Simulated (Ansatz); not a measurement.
Cartesian coordinates in Å:
```
C 1.653 -0.836 0.318
Si 0.132 0.240 0.513
Si -1.839 -0.967 0.134
C 0.213 1.704 -0.696
F 0.189 1.238 -2.011
H 2.561 -0.270 0.540
H 1.723 -1.206 -0.708
H 1.616 -1.698 0.988
H 0.085 0.840 1.880
H -1.811 -1.623 -1.201
H -2.002 -2.025 1.170
H -3.023 -0.066 0.197
H 1.135 2.282 -0.563
H -0.632 2.388 -0.562
```

Total charge 0; spin multiplicity 1.

(1) List the PBE0/def2-TZVPP orbital energies in eV (Ansatz 0.2.0). (Best estimate.)

Answers

(1) Computed: Occupied: -1802.42, -1802.31, -673.59, -279.91, -277.96, -144.77, -144.70, -99.43, -99.43, -99.41, -99.34, -99.34, -99.34, -33.24, -20.00, -19.29, -15.46, -13.97, -13.76, -13.61, -12.22, -11.64, -11.40, -10.09, -9.78, -9.75, -9.24, -8.55, -7.96. Lowest empty: 0.24, 0.27, 0.77, 1.03, 1.41, 1.79, 1.98, 2.45.
